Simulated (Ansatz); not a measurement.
Cost and result for the atomization energy of CH2Br, SMILES `[CH2]Br` radical (4 atoms, 3 bonds).

| atom | x (Å) | y (Å) | z (Å) |
| --- | --- | --- | --- |
| C1 | -0.086 | 0.187 | 0.034 |
| Br2 | 0.676 | -1.461 | -0.268 |
| H3 | -1.034 | 0.396 | -0.435 |
| H4 | 0.444 | 0.878 | 0.669 |

Total charge 0; spin multiplicity 2. Correlated methods include outer-core shells of Br, which these sets cover unevenly. Scalar relativity is left out up to krypton. Geometry: relaxed with PBE0-D4/def2-TZVP. Program: Ansatz. Hardware: A = 2 threads of a server CPU on a shared host; B = 2 threads of an AMD EPYC 7R13 on a shared host and a share of an NVIDIA H100 80 GB. Times are those of one run each, without the atoms' runs, and a repeat can differ threefold. Electronic energies, without spin–orbit coupling; frozen cores. CCSD(T)/CBS adds CCSD(T) − MP2 in def2-TZVPP to the MP2 limit, and its time is that of the two runs behind it. T1 = 0.014; ⟨S²⟩ of the reference is 0.77. With those shells the extrapolation isn't a true limit. B3LYP takes the VWN-RPA correlation (the form of Gaussian; ORCA's B3LYP/G).

CCSD(T)/CBS is a level of theory with its own doubt, some kJ/mol a heavy atom from the limit and from the frozen cores, so smaller differences don't rank the functionals.

```
                                level  functions  wall time
           LDA (SPW92)/def2-TZVPP [A]        107      1.1 s
  PBE-D4/def2-TZVPP (with forces) [A]        107      1.9 s
             revPBE-D4/def2-TZVPP [A]        107      2.1 s
                 CCSD(T)/def2-SVP [A]         56      2.5 s
          CAM-B3LYP-D4/def2-TZVPP [A]        107      2.8 s
              PBE-QIDH/def2-TZVPP [A]        107      3.1 s
B3LYP-D4/def2-TZVPP (with forces) [A]        107      3.2 s
            r2SCANh-D4/def2-TZVPP [A]        107      4.1 s
               ωB97X-V/def2-TZVPP [A]        107        6 s
                B97M-V/def2-TZVPP [A]        107        6 s
               CCSD(T)/def2-QZVPP [B]        206      6.5 s
               CCSD(T)/def2-TZVPP [A]        107       12 s
                    CCSD(T)/CBS(def2)          –       18 s
```

Q: What atomization energy does each give, and how far from CCSD(T)/CBS? (Estimate.)

A: Ansatz gave: 
| level | atomization (kcal/mol) | difference from CCSD(T)/CBS | per bond |
| --- | --- | --- | --- |
| LDA (SPW92)/def2-TZVPP [A] | 320.5 | 43.3 | 14.4 |
| PBE-D4/def2-TZVPP (with forces) [A] | 286.2 | 9.0 | 3.0 |
| revPBE-D4/def2-TZVPP [A] | 279.0 | 1.8 | 0.6 |
| CCSD(T)/def2-SVP [A] | 260.0 | -17.2 | -5.7 |
| CAM-B3LYP-D4/def2-TZVPP [A] | 277.3 | 0.1 | 0.0 |
| PBE-QIDH/def2-TZVPP [A] | 277.2 | 0.0 | 0.0 |
| B3LYP-D4/def2-TZVPP (with forces) [A] | 277.6 | 0.4 | 0.1 |
| r2SCANh-D4/def2-TZVPP [A] | 280.6 | 3.4 | 1.1 |
| ωB97X-V/def2-TZVPP [A] | 276.4 | -0.8 | -0.3 |
| B97M-V/def2-TZVPP [A] | 277.5 | 0.3 | 0.1 |
| CCSD(T)/def2-QZVPP [B] | 273.8 | -3.4 | -1.1 |
| CCSD(T)/def2-TZVPP [A] | 269.8 | -7.4 | -2.5 |
| CCSD(T)/CBS(def2) | 277.2 | 0.0 | 0.0 |

Leaving LDA and LC-ωPBE aside and taking each functional with its dispersion term where it has one, the values, not all of them listed here, spread over 17.0 kcal/mol, from BHLYP-D4 to PBE-D4. LDA lies +35.4 kcal/mol from PBE without D4, its usual overbinding. The D4 term adds +1.7 kcal/mol with B3LYP and +0.9 kcal/mol with PBE0; it sums over pairs of atoms, weighted by their polarisabilities, and B3LYP, whose exchange is more repulsive, gets the larger term. In def2-TZVPP, CCSD(T) changes the Hartree–Fock value by +67.5 kcal/mol (the triples alone add +4.2 kcal/mol) and MP2 by +70.1 kcal/mol; breaking electron pairs costs correlation energy, which Hartree–Fock lacks.
